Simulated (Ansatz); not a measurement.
The inner images of a band of C$_{2}$H$_{5}$BOSi (10 atoms, charge 0, multiplicity 1) are given out of order.

Level of theory: Ansatz 0.2.0, RKS B3LYP-D4/def2-SVP.

Initial state:

```xyz
10
Properties=species:S:1:pos:R:3
B -1.069 -0.363 -1.669
C -0.217 -0.036 -0.418
C -0.147 -0.682 0.786
Si 1.095 0.628 1.239
O 0.662 1.063 -0.377
H -1.007 0.315 -2.661
H -1.798 -1.321 -1.618
H -0.694 -1.570 1.094
H 2.527 0.254 1.384
H 0.730 1.660 2.244
```

Final state:

```xyz
10
Properties=species:S:1:pos:R:3
B -0.750 -0.368 -1.554
C -0.126 -0.094 -0.202
C -0.293 -0.596 1.052
Si 1.240 0.176 1.867
O 0.927 0.905 -0.043
H -0.323 0.165 -2.551
H -1.667 -1.145 -1.621
H -1.059 -1.337 1.286
H 1.586 0.874 -0.755
H 0.550 1.368 2.522
```

Put them in order from the first end to the last, with their energies above the first end.
A.
```xyz
10
Properties=species:S:1:pos:R:3
B -1.049 -0.377 -1.669
C -0.313 0.032 -0.371
C -0.174 -0.665 0.798
Si 1.078 0.639 1.240
O 0.506 1.173 -0.302
H -0.761 0.133 -2.720
H -1.875 -1.250 -1.609
H -0.668 -1.593 1.081
H 2.517 0.271 1.198
H 0.822 1.585 2.357
```
B.
```xyz
10
Properties=species:S:1:pos:R:3
B -1.006 -0.394 -1.658
C -0.410 0.088 -0.318
C -0.226 -0.642 0.826
Si 1.052 0.646 1.232
O 0.347 1.264 -0.221
H -0.537 0.018 -2.688
H -1.865 -1.236 -1.656
H -0.688 -1.590 1.096
H 2.465 0.298 0.941
H 0.951 1.496 2.450
```
C.
```xyz
10
Properties=species:S:1:pos:R:3
B -0.890 -0.399 -1.634
C -0.291 0.032 -0.281
C -0.258 -0.634 0.932
Si 1.092 0.507 1.385
O 0.461 1.164 -0.198
H -0.443 0.060 -2.655
H -1.796 -1.185 -1.641
H -0.823 -1.518 1.207
H 2.109 0.555 0.287
H 0.923 1.368 2.601
```
D.
```xyz
10
Properties=species:S:1:pos:R:3
B -0.860 -0.395 -1.627
C -0.231 -0.002 -0.286
C -0.270 -0.592 0.957
Si 1.173 0.392 1.552
O 0.652 1.093 -0.205
H -0.439 0.068 -2.656
H -1.783 -1.170 -1.631
H -0.848 -1.482 1.207
H 1.848 0.651 0.069
H 0.841 1.385 2.621
```
E.
```xyz
10
Properties=species:S:1:pos:R:3
B -0.833 -0.383 -1.615
C -0.197 -0.034 -0.274
C -0.280 -0.573 0.977
Si 1.211 0.308 1.707
O 0.792 1.055 -0.146
H -0.430 0.084 -2.650
H -1.758 -1.160 -1.623
H -0.891 -1.451 1.205
H 1.729 0.696 -0.198
H 0.740 1.406 2.619
```
F.
```xyz
10
Properties=species:S:1:pos:R:3
B -0.936 -0.403 -1.648
C -0.390 0.068 -0.287
C -0.256 -0.644 0.882
Si 1.042 0.610 1.269
O 0.330 1.246 -0.189
H -0.434 0.027 -2.656
H -1.815 -1.219 -1.671
H -0.780 -1.550 1.179
H 2.334 0.428 0.579
H 0.988 1.385 2.545
```
G.
```xyz
10
Properties=species:S:1:pos:R:3
B -0.794 -0.367 -1.586
C -0.160 -0.060 -0.240
C -0.287 -0.583 1.011
Si 1.223 0.249 1.798
O 0.866 0.996 -0.065
H -0.404 0.124 -2.617
H -1.712 -1.151 -1.607
H -0.968 -1.408 1.226
H 1.698 0.752 -0.506
H 0.621 1.397 2.587
```

A (+0.3 kcal/mol), B (+1.4 kcal/mol), F (+8.7 kcal/mol), C (+33.7 kcal/mol), D (+58.2 kcal/mol), E (+42.5 kcal/mol), G (+32.9 kcal/mol).

Run time: 4 min on 2 threads of Arm Neoverse V2, with other jobs on the host, peak memory 0.22 GiB.
